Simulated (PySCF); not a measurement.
Task: What does the GFN2-xTB structure of `COC1=C[N-]C=C1C#N` look like in three dimensions? (Charge -1.)

Result: 
```xyz
14
C6H5N2O angstrom
C      2.337    0.119   -0.078
O      1.153    0.835    0.051
C      0.000    0.043    0.048
C     -0.136   -1.325    0.047
N     -1.447   -1.696    0.039
C     -2.147   -0.570    0.034
C     -1.320    0.573    0.038
C     -1.730    1.889    0.035
N     -2.120    2.981    0.030
H      2.357   -0.473   -1.005
H      2.498   -0.566    0.767
H      3.148    0.852   -0.102
H      0.633   -2.083    0.053
H     -3.226   -0.579    0.024
```

Any rigid rotation of these coordinates is as good. Atoms count from 1 in this order. The 4 C–C bonds span 1.375 Å (C3–C4, aromatic) to 1.422 Å (C3–C7, aromatic), a spread of 0.047 Å. The 5-membered ring C3–C4–N5–C6–C7 has internal angles of 104.0° to 112.3° (sum 540°, against 540° for a flat polygon); it is planar, 0.00 Å rms from its mean plane, widest ring torsion 0°. C4 (aromatic CH next to a ring nitrogen) is planar (angles 128.9°, 119.6° and 111.5°, sum 360.0°, 0.00 Å off the plane of its three neighbours). C3 (aromatic carbon bearing oxygen) is planar (angles 130.1°, 123.6° and 106.2°, sum 360.0°, 0.00 Å off the plane of its three neighbours).

Bonds between heavy atoms (Å): C1–O2 1.390, O2–C3 1.399, C3–C4 1.375, C4–N5 1.363, N5–C6 1.326, C6–C7 1.411, C7–C8 1.379, C8≡N9 1.159, C3–C7 1.422.

Computed geometry: GFN2-xTB, gas phase.

Point group: near Cs, missed by 0.18 Å at most; the miss may be what the optimiser left on a soft mode. Stationary, but not proved a minimum. Torsions: C1–O2–C3–C4 6°.

One conformer stands for the species.
